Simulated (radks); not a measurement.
Ca12+, 8 electrons, occupied as [He] 2s2 2p4. Calculated with a radial shooting solver on a logarithmic mesh with Libxc functionals: scalar-relativistic Kohn-Sham, LB94 model potential, spin-polarised, spherical densities, finite nucleus; open shells are filled with parallel spins first; Fermi nuclear charge, rms radius 3.4776 fm. Some entries of the table are withheld. Estimate them.

orbital,occ.,eigenvalue (hartree),<1/r> (bohr^-1),<r> (bohr)
1s down,1,-163.3109,19.81,0.07640
1s up,1,-163.2136,19.80,0.07646
2s up,1,-29.34924,(1),0.3459
2s down,1,-28.92626,(2),0.3475
2p up,3,-26.84870,(3),0.3039
2p down,1,-26.43923,(4),0.3048

Answer. 
(1) 2s up <1/r> (bohr^-1): 4.265
(2) 2s down <1/r> (bohr^-1): 4.242
(3) 2p up <1/r> (bohr^-1): 4.207
(4) 2p down <1/r> (bohr^-1): 4.202
